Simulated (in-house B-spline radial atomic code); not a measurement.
Radial electron density of Yb III (Yb2+), [Xe] 4f14. Computed with an all-electron radial atomic-structure program (B-spline basis): scalar-relativistic (X2C) LC-wPBE, spin-polarised, spherical fractional occupations, exact exchange averaged over the configuration, Fermi nucleus of rms radius 5.3108 fm.

One-electron X2C: radii and densities carry no picture-change correction, so inner-shell <1/r> comes out high (for 1s by about 2 % at Z = 33, 5 % at 54, 10 % at 75, 30 % at 118) and <r> low.

Columns: r (bohr), 4πr²n(r) (electrons per bohr), bar.

```
0.000433    2.948 #
0.000533    3.975 #
0.000657    5.352 ##
0.000808    7.156 ##
0.000995    9.542 ###
 0.00123    12.72 ####
 0.00151    16.69 ######
 0.00186     21.8 ########
 0.00229    28.17 ##########
 0.00282    35.95 #############
 0.00347    45.12 ################
 0.00427    55.52 ###################
 0.00526    66.76 #######################
 0.00647    77.84 ###########################
 0.00797    87.67 ###############################
 0.00981     94.6 #################################
  0.0121    97.32 ##################################
  0.0149    95.27 #################################
  0.0183    89.84 ###############################
  0.0225    84.38 #############################
  0.0278    83.84 #############################
  0.0342    92.08 ################################
  0.0421    107.8 ######################################
  0.0518    122.8 ###########################################
  0.0638    126.3 ############################################
  0.0785    114.7 ########################################
  0.0967    99.37 ###################################
   0.119    97.41 ##################################
   0.147    109.6 ######################################
    0.18      113 #######################################
   0.222    91.58 ################################
   0.274     62.5 ######################
   0.337    54.77 ###################
   0.415    63.55 ######################
   0.511    62.71 ######################
   0.629     46.1 ################
   0.774    28.43 ##########
   0.953    18.51 ######
    1.17    13.51 #####
    1.44     9.08 ###
    1.78    4.804 ##
    2.19    1.934 #
     2.7   0.5648 
    3.32   0.1233 
    4.09  0.01937 
    5.03 0.002338
```

On this grid the curve has 4 maxima, near 0.0121, 0.0638, 0.18, 0.415 bohr.

The 5p down radial function P(r) = rR(r), positive near the nucleus:

| r (bohr) | P |
| --- | --- |
| 0.000808 | 0.001246 |
| 0.00123 | 0.002347 |
| 0.00186 | 0.004448 |
| 0.00282 | 0.008549 |
| 0.00427 | 0.01642 |
| 0.00647 | 0.03123 |
| 0.00981 | 0.05783 |
| 0.0149 | 0.1017 |
| 0.0225 | 0.1617 |
| 0.0342 | 0.2181 |
| 0.0518 | 0.2074 |
| 0.0785 | 0.0466 |
| 0.119 | -0.227 |
| 0.18 | -0.2898 |
| 0.274 | 0.1352 |
| 0.415 | 0.4773 |
| 0.629 | -0.01982 |
| 0.953 | -0.794 |
| 1.44 | -0.9043 |
| 2.19 | -0.4599 |
| 3.32 | -0.1065 |
| 5.03 | -0.008564 |
